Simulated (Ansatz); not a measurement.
Vertical triplet-singlet gap, E(triplet) - E(singlet): 7 cases among silicon compounds with O, N or halogens, in eV, species as SMILES. Set-up: valence correlation only; each state is the SCF solution reached for its charge and spin; spin-orbit terms left out; non-relativistic; no dispersion term unless named; open shells spin-unrestricted; 6-31G* and kin with 6d, 5d where marked; 6-311+G** with 5d, 6d on Na to Ar in Ansatz (a program for electronic structure). CBS marks a two-point X^-3 extrapolation of the correlation energy; Hartree-Fock from the larger set. The bracket is a focal-point correction in the basis named. First-principles rows: single points at B3LYP-D3(BJ) geometries (Ansatz). Levels can end on unlike triplets.

Coupled cluster (Ansatz) is a level with limits of its own, used here on species with T1 under 0.025 (0.045 for open shells) and stable references: (a) RI-MP2/CBS(aug-cc-pV(T+d)Z,aug-cc-pV(Q+d)Z)+[CCSD(T)-MP2]/aug-cc-pV(T+d)Z; (b) CCSD(T)/CBS(aug-cc-pV(T+d)Z,aug-cc-pV(Q+d)Z).

```csv
species,atoms,coupled cluster,difference of B3LYP/6-31G* (Ansatz),difference of HF/6-31G* (Ansatz),difference of HF/6-311+G** (Ansatz),difference of wB97M-V/def2-TZVPD (Ansatz),difference of wB97X-V/def2-TZVPD (Ansatz)
F[Si](F)(F)N,7,6.88 (a),0.25,0.23,-0.76,0.02,0.14
F[Si](O)(O)F [difluoro(dihydroxy)silane],7,8.56 (b),-0.15,-0.24,-0.96,-0.18,-0.06
Cl[SiH2][SiH2]Cl [chloro(chlorosilyl)silane],8,5.46 (a),-0.23,0.64,0.59,-0.04,0.06
Cl[Si]([SiH3])(Cl)Cl,8,6.30 (a),0.01,0.61,0.45,-0.01,-0.01
[SiH3][SiH2]Cl,8,5.88 (a),-0.10,0.50,0.42,-0.03,0.04
O[Si](O)(O)N,10,6.51 (a),0.54,0.53,-0.85,0.09,0.19
N[Si](N)(N)O,12,6.02 (a),0.47,0.77,-0.78,0.12,0.22
```

| level | cases | mean signed difference | mean absolute difference | median absolute difference | largest absolute difference |
|---|---|---|---|---|---|
| B3LYP/6-31G* (Ansatz) | 7 | 0.113 | 0.250 | 0.230 | 0.54 |
| HF/6-31G* (Ansatz) | 7 | 0.434 | 0.503 | 0.530 | 0.77 |
| HF/6-311+G** (Ansatz) | 7 | -0.270 | 0.687 | 0.760 | 0.96 |
| wB97M-V/def2-TZVPD (Ansatz) | 7 | -0.004 | 0.070 | 0.040 | 0.18 |
| wB97X-V/def2-TZVPD (Ansatz) | 7 | 0.083 | 0.103 | 0.060 | 0.22 |

B3LYP/6-31G* lies above in 4 of 7 cases and within 0.1 eV in 2; mean signed difference 0.113 eV, mean absolute 0.250 eV (0.148 over the 5 cases of up to 8 atoms, 0.505 over the larger). These figures hold for the species listed.

How the rows were picked: cases drawn at random among the computed members of the class with clean coupled-cluster diagnostics. The batch they came from held 45 cases of this property in the class: 0 with a tabulated value, 13 with clean coupled cluster alone, 32 with neither, which enter no statistics. The levels are drawn from those run on every case listed, the commonest habits more often. No case is left out for the size of its miss. Left out are saddle points of the reference geometry, anions that the best level run finds unbound, excited spin states, species near biochemistry, 298 K rows of species without real B3LYP wavenumbers, cases with under five habitual levels, runs that failed or that the program found above a lower state of the same kind, table entries that another table contradicts, and a share of species set aside by lot.
